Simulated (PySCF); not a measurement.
ClTl, charge -1, doublet, geometry from GFN2-xTB (such geometries of metal compounds can be far from the true shape) (a state made from the parent by changing its charge; the spin is typed, not shown lowest) (core potentials on Tl) (in this run its highest filled SCF level lies above zero, so its values depend strongly on the basis, on diffuse functions most of all); B3LYP/def2-SVP (PySCF).

PySCF was given this input:
```python
from pyscf import gto, scf, dft

mol = gto.Mole()
mol.atom = '''
    Tl   -0.00000000   -0.00000000   -0.47641043
    Cl    0.00000000    0.00000000    2.26995558
'''
mol.basis = 'def2-svp'
mol.ecp = {'Tl': 'def2-svp'}
mol.charge = -1
mol.spin = 1
mol.verbose = 4
mol.build()

mf = dft.UKS(mol)
mf.xc = 'b3lyp'
mf.conv_tol = 1e-6
mf.kernel()
```

Problem. What does PySCF print? Leave out banner, timings and long lists.

Solution. 
```
PySCF version 2.14.0

[INPUT] verbose = 4
[INPUT] num. atoms = 2
[INPUT] num. electrons = 39
[INPUT] charge = -1
[INPUT] spin (= nelec alpha-beta = 2S) = 1
[INPUT] symmetry False subgroup None
[INPUT] Mole.unit = angstrom
[INPUT] Symbol           X                Y                Z      unit          X                Y                Z       unit  Magmom
[INPUT]  1 Tl     0.000000000000   0.000000000000  -0.476410430000 AA    0.000000000000   0.000000000000  -0.900285235586 Bohr   0.0
[INPUT]  2 Cl     0.000000000000   0.000000000000   2.269955580000 AA    0.000000000000   0.000000000000   4.289594361128 Bohr   0.0

nuclear repulsion = 68.7877229803176
number of shells = 18
number of NR pGTOs = 97
number of NR cGTOs = 44
basis = def2-svp
ecp = {'Tl': 'def2-svp'}

******** <class 'pyscf.dft.uks.UKS'> ********
method = UKS
initial guess = minao
damping factor = 0
level_shift factor = 0
DIIS = <class 'pyscf.scf.diis.CDIIS'>
diis_start_cycle = 1
diis_space = 8
diis_damp = 0
SCF conv_tol = 1e-06
SCF conv_tol_grad = None
SCF max_cycles = 50
direct_scf = True
direct_scf_tol = 1e-13
number electrons alpha = 20  beta = 19
XC library pyscf.dft.libxc version 7.1.2
    S. Lehtola, C. Steigemann, M. J. T. Oliveira, and M. A. L. Marques,  SoftwareX 7, 1–5 (2018)
XC functionals = b3lyp
    P. J. Stephens, F. J. Devlin, C. F. Chabalowski, and M. J. Frisch,  J. Phys. Chem. 98, 11623 (1994)
radial grids:
    Treutler-Ahlrichs [JCP 102, 346 (1995); DOI:10.1063/1.469408] (M4) radial grids

becke partition: Becke, JCP 88, 2547 (1988); DOI:10.1063/1.454033
pruning grids: <function nwchem_prune>
grids dens level: 3
symmetrized grids: False
atomic radii adjust function: <function treutler_atomic_radii_adjust>
small_rho_cutoff = 0
Set gradient conv threshold to 0.001
tot grids = 41808
init E= -610.866644687969

cycle= 1 E= -632.061043828575  delta_E= -21.2  |g|= 1.03  |ddm|= 8.63
cycle= 2 E= -631.954600256472  delta_E= 0.106  |g|=  1.3  |ddm|= 4.13
cycle= 3 E= -632.724017262802  delta_E= -0.769  |g|= 0.0398  |ddm|= 1.79
cycle= 4 E= -632.724753469988  delta_E= -0.000736  |g|= 0.0378  |ddm|= 0.154
cycle= 5 E= -632.725975967982  delta_E= -0.00122  |g|= 0.0103  |ddm|= 0.0713
cycle= 6 E= -632.726028935449  delta_E= -5.3e-05  |g|= 0.00166  |ddm|= 0.0148
cycle= 7 E= -632.726030822324  delta_E= -1.89e-06  |g|= 0.000257  |ddm|= 0.00295
cycle= 8 E= -632.72603088726  delta_E= -6.49e-08  |g|= 6.89e-05  |ddm|= 0.000762
Extra cycle  E= -632.726030890176  delta_E= -2.92e-09  |g|= 5.37e-05  |ddm|= 0.000213
converged SCF energy = -632.726030890176  <S^2> = 0.75121931  2S+1 = 2.0012189
```
